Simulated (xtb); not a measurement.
Input for xtb: GFN2-xTB on Ge2H6 (SMILES [GeH3][GeH3]), a point of a bond scan (R = 1.949 Å).

```
$ xtb mol.xyz --gfn 2 --sp --chrg 0 --uhf 0
8

Ge    -1.21412012     0.09497213    -0.01554390
Ge     0.72847207    -0.05698328     0.00932634
H     -1.81564152    -0.88366826    -1.03991537
H     -1.63545207     1.52474348    -0.39912600
H     -1.79543962    -0.23067558     1.37187209
H      1.14980402    -1.48675463     0.39290844
H      1.32999347     0.92165711     1.03369781
H      1.30979157     0.26866443    -1.37808965
```

Problem. Give the final energy of this run.

Solution. -6.8096 hartree.
